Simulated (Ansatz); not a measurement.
Frontier orbitals of Cl₂F₃HSi₂ (`F[Si](F)(F)[SiH](Cl)Cl`).

Z-matrix (Å, degrees):
```
Si
F 1 1.576
F 1 1.578 2 107.9
F 1 1.578 2 107.9 3 115.9
Si 1 2.334 2 111.1 3 -122.1
Cl 5 2.040 1 107.8 2 -59.5
Cl 5 2.040 1 107.8 2 59.9
H 5 1.478 1 113.3 2 -179.8
```

The species carries charge 0 and has multiplicity 1. The structure was optimised at the PBE0-D4/def2-TZVP level. It is one conformer, not always the lowest. Basis def2-TZVPP, Ansatz 0.2.0.

Orbital energies of one run (eV). Highest occupied ones, from the top: -10.23, -11.07, -11.39, -11.44, -12.75, -13.40, -13.46, -14.54, -15.02, -15.02, -15.69, -15.70, -16.16, -17.08. Empty: -0.10, -0.03, 1.19, 1.90, 2.51, 2.96.

Which functional gave them?
A. BLYP
B. r2SCANh
C. HSE06 (plane-wave form)
D. BHLYP

D. HOMO energies: BHLYP -10.23, BLYP -7.53, HSE06 -8.58, r2SCANh -8.46 eV.
